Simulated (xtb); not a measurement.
Cl$_{2}$Si (SMILES Cl[Si]Cl), singlet, geometry from GFN2-xTB; xtb with GFN1-xTB.

Input for xtb:
```
$ xtb mol.xyz --gfn 1 --json

# file mol.xyz
3

Si     0.00085030     0.00527408     0.92381323
Cl     1.01602194     1.21319412    -0.38826774
Cl    -1.01672219    -1.21753748    -0.37251962
```

The log (banner, timings and long lists left out):

```
   ID    Z sym.   atoms
    1   14 Si     1
    2   17 Cl     2, 3

           -------------------------------------------------
          |                Calculation Setup                |
           -------------------------------------------------

           -------------------------------------------------
          |                 G F N 1 - x T B                 |
           -------------------------------------------------

          ...................................................
          :                      SETUP                      :
          :.................................................:
          :  # basis functions                  30          :
          :  # atomic orbitals                  27          :
          :  # shells                            9          :
          :  # electrons                        18          :
          :  # halogen bonds                     0          :
          :  max. iterations                   250          :
          :  Hamiltonian                  GFN1-xTB          :
          :  restarted?                      false          :
          :  GBSA solvation                  false          :
          :  PC potential                    false          :
          :  electronic temp.          300.0000000     K    :
          :  accuracy                    1.0000000          :
          :  -> integral cutoff          0.2500000E+02      :
          :  -> integral neglect         0.1000000E-07      :
          :  -> SCF convergence          0.1000000E-05 Eh   :
          :  -> wf. convergence          0.2000000E-04 e    :
          :  Broyden damping             0.4000000          :
          :  net charge                          0          :
          :  unpaired electrons                  0          :
          ...................................................

 iter      E             dE          RMSdq      gap      omega  full diag
   1    -10.4348428 -0.104348E+02  0.616E+00    3.68       0.0  T
   2    -10.4549967 -0.201539E-01  0.344E+00    3.64       1.0  T
   3    -10.4555042 -0.507500E-03  0.965E-01    3.50       1.0  T
   4    -10.4555372 -0.330310E-04  0.154E-01    3.45       1.0  T
   5    -10.4555321  0.508654E-05  0.699E-02    3.46       1.0  T
   6    -10.4555433 -0.112076E-04  0.649E-03    3.46       8.9  T
   7    -10.4555433 -0.394166E-07  0.128E-03    3.46      45.2  T
   8    -10.4555433 -0.846978E-09  0.976E-05    3.46     591.3  T
   9    -10.4555433 -0.187228E-10  0.307E-07    3.46  100000.0  T

   *** convergence criteria satisfied after 9 iterations ***

         :::::::::::::::::::::::::::::::::::::::::::::::::::::
         ::                     SUMMARY                     ::
         :::::::::::::::::::::::::::::::::::::::::::::::::::::
         :: total energy             -10.434633879331 Eh    ::
         :: gradient norm              0.007590629156 Eh/a0 ::
         :: HOMO-LUMO gap              3.458570873676 eV    ::
         ::.................................................::
         :: SCC energy               -10.455543344181 Eh    ::
         :: -> electrostatic           0.006194515545 Eh    ::
         :: repulsion energy           0.022075764175 Eh    ::
         :: dispersion energy         -0.001166299325 Eh    ::
         :: halogen bond corr.         0.000000000000 Eh    ::
         :: add. restraining           0.000000000000 Eh    ::
         :: total charge              -0.000000000000 e     ::
         :::::::::::::::::::::::::::::::::::::::::::::::::::::

           -------------------------------------------------
          |                Property Printout                |
           -------------------------------------------------

    * Orbital Energies and Occupations

         #    Occupation            Energy/Eh            Energy/eV
      -------------------------------------------------------------
         1        2.0000           -0.8926875             -24.2913
         2        2.0000           -0.8906349             -24.2354
         3        2.0000           -0.5573078             -15.1651
         4        2.0000           -0.4815216             -13.1029
         5        2.0000           -0.4814538             -13.1010
         6        2.0000           -0.4732727             -12.8784
         7        2.0000           -0.4632720             -12.6063
         8        2.0000           -0.4446210             -12.0988
         9        2.0000           -0.3789724             -10.3124 (HOMO)
        10                         -0.2518723              -6.8538 (LUMO)
        11                         -0.1712628              -4.6603
        12                         -0.1553354              -4.2269
        13                         -0.0407332              -1.1084
        14                         -0.0406288              -1.1056
        15                         -0.0326114              -0.8874
        16                         -0.0254772              -0.6933
        17                         -0.0227334              -0.6186
        18                         -0.0205698              -0.5597
        19                         -0.0183593              -0.4996
        20                         -0.0168261              -0.4579
       ...                                ...                  ...
        27                          0.8523313              23.1931
      -------------------------------------------------------------
                  HL-Gap            0.1271001 Eh            3.4586 eV
             Fermi-level           -0.3154223 Eh           -8.5831 eV

  Mulliken/CM5 charges         n(s)   n(p)   n(d)
     1Si    0.34407  0.25807   1.707  1.306  0.643
     2Cl   -0.17204 -0.12903   1.894  5.277  0.001
     3Cl   -0.17204 -0.12903   1.894  5.277  0.001

Wiberg/Mayer (AO) data.
largest (>0.10) Wiberg bond orders for each atom

 ---------------------------------------------------------------------------
     #   Z sym  total        # sym  WBO       # sym  WBO       # sym  WBO
 ---------------------------------------------------------------------------
     1  14 Si   2.781 --     3 Cl   1.391     2 Cl   1.391
     2  17 Cl   1.410 --     1 Si   1.391
     3  17 Cl   1.410 --     1 Si   1.391
 ---------------------------------------------------------------------------

Topologies differ in total number of bonds
Writing topology from bond orders to xtbtopo.mol

 dipole moment from electron density (au)
     X       Y       Z
   0.0008   0.0050   0.8799  total (Debye):    2.236

           -------------------------------------------------
          | TOTAL ENERGY              -10.434633879331 Eh   |
          | GRADIENT NORM               0.007590629156 Eh/α |
          | HOMO-LUMO GAP               3.458570873676 eV   |
           -------------------------------------------------

normal termination of xtb
```
